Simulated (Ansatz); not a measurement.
Ideal-gas functions of H$_{2}$ISb, SMILES `[SbH2][I]` at 298.15 K and 1 bar, from an Ansatz frequency run at PBE0-D4/def2-TZVP.

Molar mass 250.68 g/mol, point group Cs (symmetry number 1), electronic degeneracy 1, moments of inertia 5.821, 468.705, 468.828 u Å². Harmonic wavenumbers (cm⁻¹, unscaled): 201, 570, 583, 838, 1957, 1964.

Use S(trans) = R[1.5 ln M + 2.5 ln T − 1.1517]; rotational temperatures θ = 24.2544 K / I; S(rot) = R[ln(√π/σ · √(T³/θAθBθC)) + 1.5]; for each mode x = 1.438777 ν̃/T, S = R[x/(eˣ − 1) − ln(1 − e⁻ˣ)] and H = RT x/(eˣ − 1); 1 cm⁻¹ = 0.0119627 kJ/mol; R = 8.31446 J/(mol·K).

Problem. By hand: the entropy, in J/(mol·K).

Solution. Translation 177.8. Rotation: θ = 4.1667, 0.0517, 0.0517 K, giving 107.0. Vibration, mode by mode: 8.89, 2.11, 2.01, 0.75, 0.01, 0.01, in all 13.8. Electronic 0.0. Sum 298.6 J/(mol·K).

Problem. By hand: H − E and G − E in kJ/mol, counted from the electronic energy.

Solution. Zero-point energy ½ × 6113 × 0.0119627 = 36.6; thermal vibration 2.6; translation, rotation and pV give 4 RT = 9.9. H − E = 49.1 kJ/mol, and G − E = 49.1 − 298.15 × 298.6/1000 = -39.9 kJ/mol.

Vibration gives 5 % of the entropy.
